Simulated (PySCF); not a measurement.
Static polarisabilities and like-pair C6 coefficients by linear response at B3LYP/def2-SVPD (PySCF, frozen core in the response, non-relativistic, gas phase), PBE0-D3(BJ)/def2-SVP geometries, one conformer each; atomic units unless stated.

```
label              species     α    C6
    P        `C=C1C=C1CCl`  75.7  2126
    Q  `N#CC(C#N)(C#N)C#N`  69.2  2040
    R          `C=CC#CCCl`  82.6  2319
    S    `COC(=O)COC(C)=O`  75.1  2623
    T      `C(/C#C)=C/CCl`  78.5  2181
    U      `CC1=CC/1=C\Cl`  76.0  2135
```

Problem. Estimate the unlike-pair coefficients by the rule C6(AB) = 2·C6(AA)·C6(BB) / [C6(AA)·αB/αA + C6(BB)·αA/αB], and compare with the geometric mean, for PQ, PU, QR, QT, QU, RT, RU and ST.

Solution. 
```csv
pair,combination rule,geometric mean,ratio
PQ,2078,2082,0.998
PU,2130,2130,1.000
QR,2161,2175,0.994
QT,2100,2109,0.996
QU,2081,2087,0.997
RT,2248,2249,1.000
RU,2223,2225,0.999
ST,2369,2391,0.991
```

The rule is exact for one-pole polarisabilities and never exceeds the geometric mean; the two meet where both partners have the same effective excitation energy. These unlike-pair values are estimates, not computed integrals.
